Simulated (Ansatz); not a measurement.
Consider the substitution at a C–Se bond: `C=C[Se][Si](F)(F)F` + `C[SiH2]O` → `C=CO[SiH2]C` + `F[Si](F)(F)[SeH]`.

Computed with Ansatz on PBE0-D4/def2-TZVP structures; ΔE is electronic, products minus reactants. CCSD(T)/CBS adds triple-zeta CCSD(T) − MP2 to the extrapolated MP2 energy (def2 sets, frozen cores). This one scheme is used for every species. DFT in def2-TZVPP. B3LYP here is the variant with VWN-RPA as its local correlation; programs differ in this. For Se outer-core shells are correlated without core-valence functions, which leaves a few kJ/mol of doubt a bond. Scalar relativity is left out up to krypton. Each species was taken in one conformer, which may not be the lowest.

Is it downhill or uphill in electronic energy at CCSD(T)/CBS, and by how much? (Estimate.)

The calculation gave: Uphill: ΔE = +5.2 kcal/mol.

What do these levels give: r2SCAN-D4, PBE0-D4, B3LYP-D4, ωB97X-V, B2PLYP, PBE0, B3LYP, HF/def2-TZVPP, MP2/def2-TZVPP, MP2/def2-QZVPP, HF/CBS(def2), CCSD/CBS(def2)? (An estimate is asked.)

Computed: r2SCAN-D4 2.9, PBE0-D4 3.4, B3LYP-D4 3.2, ωB97X-V 2.9, B2PLYP 3.9, PBE0 3.1, B3LYP 2.6, HF/def2-TZVPP 1.8, MP2/def2-TZVPP 6.6, MP2/def2-QZVPP 6.7, HF/CBS(def2) 1.6, CCSD/CBS(def2) 4.8 kcal/mol.

Largest T1 diagnostic among the species: 0.012.

In def2-TZVPP, CCSD(T) changes the Hartree–Fock value by +3.0 kcal/mol (the triples alone add +0.4 kcal/mol) and MP2 by +4.8 kcal/mol.
